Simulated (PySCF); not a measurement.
Gas-phase reaction: 2 GaH2Cl + 2 GaCl2 + Cl2 → 4 GaHCl2, at 2000 K and a standard pressure of 1 bar. Level: PBE/def2-TZVP†.

Energies from PySCF, thermal terms from the rigid-rotor harmonic-oscillator model, ideal gas at 1 bar. † marks an energy on the PBE0/def2-TZVP geometry and frequencies. Open shells (unrestricted): GaCl2 (multiplicity 2); the rest are closed-shell singlets. Ga: all electrons, no relativistic terms. GaH2Cl, GaCl2, GaHCl2: computed as isolated molecules; such fragments, hydroxides, amides, oligomers or adducts are transient or little studied in the gas. The harmonic model lacks anharmonicity and excited electronic states, which grow with temperature; levels with a mode under 35 cm⁻¹ are left out. Soft modes under 120 cm⁻¹ make the harmonic entropy rough for GaCl2.

```
species       E (Ha)  H(2000 K) − E (kJ/mol)  S°(2000 K) (J/mol/K)
-------  -----------  ----------------------  --------------------
GaH2Cl   -2385.81999                   172.9                 394.3
GaCl2    -2844.69792                   116.6                 411.0
Cl2       -920.02099                    75.1                 291.8
GaHCl2   -2845.31820                   169.9                 441.9
```
E: electronic energy; H − E holds the zero-point and thermal terms. 1 Ha = 2625.5 kJ/mol.

**Question.** Work out ΔH°, ΔS°, ΔG° and log10 K from these numbers.

**Answer.** 1. ΔE = 4×(-2845.31820) − 2×(-2385.81999) − 2×(-2844.69792) − 1×(-920.02099) = -0.21599 Ha = -567.1 kJ.
2. Δ(H − E) = 4×(169.9) − 2×(172.9) − 2×(116.6) − 1×(75.1) = 25.5 kJ, so ΔH° = -541.6 kJ.
3. ΔS° = 4×(441.9) − 2×(394.3) − 2×(411.0) − 1×(291.8) = -134.8 J/K; the number of gas molecules changes by -1.
4. ΔG° = ΔH° − TΔS° = -541.6 − 2000×(-134.8)/1000 = -272.0 kJ.
5. log10 K = −ΔG°/(RT ln 10) = 7.10, with RT ln 10 = 38.29 kJ/mol; at standard pressures the products are favoured.
6. A shift of 10 kJ in ΔE would move log10 K by 0.26 here.
For scale, ΔH°(298 K) is -561 kJ at this level, -610 kJ at ωB97M-V/def2-TZVP†, and runs from -676 to -532 kJ over the 20 levels computed.
